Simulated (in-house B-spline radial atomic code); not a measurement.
Checks on a self-consistent run for the magnesium ion Mg⁴⁺, [He] 2s2 2p(3 up, 1 down). All numbers are computed (non-relativistic Hartree-Fock, spin-polarised, averaged over the determinants with the given up and down occupations; point nucleus) with a radial B-spline atomic code at the basis-set limit, not measured.

```json
{"orbital": "1s up", "q": "1", "ε (Eh)": "-52.74803", "<1/r>": "11.5939", "<r²>": "0.0229768"}
{"orbital": "1s down", "q": "1", "ε (Eh)": "-52.55129", "<1/r>": "11.6278", "<r²>": "0.0227207"}
{"orbital": "2s up", "q": "1", "ε (Eh)": "-6.90255", "<1/r>": "2.27437", "<r²>": "0.486082"}
{"orbital": "2s down", "q": "1", "ε (Eh)": "-6.30641", "<1/r>": "2.20357", "<r²>": "0.511793"}
{"orbital": "2p up", "q": "3", "ε (Eh)": "-5.50162", "<1/r>": "2.161", "<r²>": "0.44564"}
{"orbital": "2p down", "q": "1", "ε (Eh)": "-5.20034", "<1/r>": "2.12957", "<r²>": "0.465874"}
```

Electron-electron repulsion V_ee = 51.7731 hartree, kinetic energy T = 191.9865 hartree.

Q: What total energy follows from the eigenvalues?

A: The eigenvalues count the repulsion twice, so E = Σqε - V_ee = -140.213 - 51.773 = -191.987 hartree; the run printed -191.987.

Q: What is the virial ratio?

A: -V/T = (T - E)/T = 2.000000; at the Hartree-Fock limit it is 2.

Q: What diamagnetic shielding (Lamb formula) and susceptibility (Langevin formula) do the radii give?

A: σ = (α²/3)Σq<1/r> = 36.3122/(3·137.036²) = 644.56 ppm, and χ = -0.79199×10⁻⁶·Σq<r²> = -2.254×10⁻⁶ cm³/mol with Σq<r²> = 2.8464 bohr². Both are non-relativistic formulas without the paramagnetism of open shells.
